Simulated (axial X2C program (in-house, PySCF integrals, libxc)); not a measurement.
**Excited states of Br₂ by EOM-EE-CCSD**

Computed with an axial X2C code built on PySCF integrals: two-component X2C with atomic mean-field Coulomb and Gaunt terms, Gaussian nuclei, basis Br dyall-acv3z with contracted cores.

R = 2.288 Å (near the PBE0 minimum at charge 0 of the determinant lowest at the starting distance; the state shown can have its own minimum elsewhere).

Hartree–Fock spinors of Br₂ (one of each Kramers pair; a window near the gap, which can cut inner shells):

```tsv
ω	occupied	ε (eV)	character
1/2	yes	-26.62	81% Br s, 11% Br p, 6% Br d
1/2	yes	-14.52	90% Br p, 7% Br s
1/2	yes	-13.89	96% Br p
3/2	yes	-13.52	96% Br p
1/2	yes	-11.20	90% Br p, 7% Br d
3/2	yes	-10.83	90% Br p, 8% Br d
1/2	no	-0.14	71% Br p, 19% Br d, 7% Br s
1/2	no	2.01	94% Br p
1/2	no	2.01	75% Br s, 24% Br p
1/2	no	2.31	99% Br p
3/2	no	2.32	99% Br p
1/2	no	2.88	66% Br p, 17% Br d, 16% Br s
```

Vertical excitation energies from the closed-shell determinant state of Br₂:

| Ω | excitation (eV) | cm⁻¹ | hole of the leading pair | particle of the leading pair | weight of the pair (for Ω = 0 its time-reversed partner can hold as much again) | singles weight |
| --- | --- | --- | --- | --- | --- | --- |
| 2 | 2.331 | 18799 | 90% Br pπ | 72% Br pσ, 18% Br dσ | 0.94 | 0.94 |
| 1 | 2.450 | 19759 | 90% Br pπ | 72% Br pσ, 18% Br dσ | 0.67 | 0.94 |
| 0⁻ | 2.636 | 21258 | 90% Br pπ | 72% Br pσ, 18% Br dσ | 0.47 | 0.94 |
| 0⁺ | 2.658 | 21434 | 90% Br pπ | 72% Br pσ, 18% Br dσ | 0.47 | 0.94 |
| 1 | 3.158 | 25467 | 90% Br pπ | 72% Br pσ, 18% Br dσ | 0.66 | 0.93 |
| 2 | 4.705 | 37946 | 96% Br pπ | 72% Br pσ, 18% Br dσ | 0.92 | 0.93 |
| 1 | 4.808 | 38777 | 96% Br pπ | 72% Br pσ, 18% Br dσ | 0.69 | 0.93 |
| 0⁻ | 4.987 | 40222 | 96% Br pπ | 72% Br pσ, 18% Br dσ | 0.46 | 0.93 |
| 0⁺ | 4.989 | 40235 | 96% Br pπ | 72% Br pσ, 18% Br dσ | 0.46 | 0.93 |
| 1 | 5.388 | 43454 | 96% Br pπ | 72% Br pσ, 18% Br dσ | 0.68 | 0.90 |
| 0⁻ | 5.413 | 43655 | 90% Br pσ | 74% Br pσ, 18% Br dσ | 0.48 | 0.96 |

This point took 38 s on 1 thread of Arm Neoverse V2, with other jobs on the host.

Reference electrons by ω block (each with its −ω partner): 1/2: 23, 3/2: 10, 5/2: 2. 14 electrons of Br₂ correlated (inner shells frozen), 88 natural virtual spinors (a truncated set); levels can be off by some tenths of an eV. Roots sought by Ω: (0: 5, 1: 4, 2: 3, 3: 1); the list ends where they run out and leaves out roots under 60 % singles weight. The solver can skip a root, and states that need a further excitation, which the method places far too high, are missing though they may lie low or lowest. T1 of the reference 0.009 (Lee–Taylor). Number of frozen shells: Br 3 s, 2 p, 1 d. g and u states are not told apart.
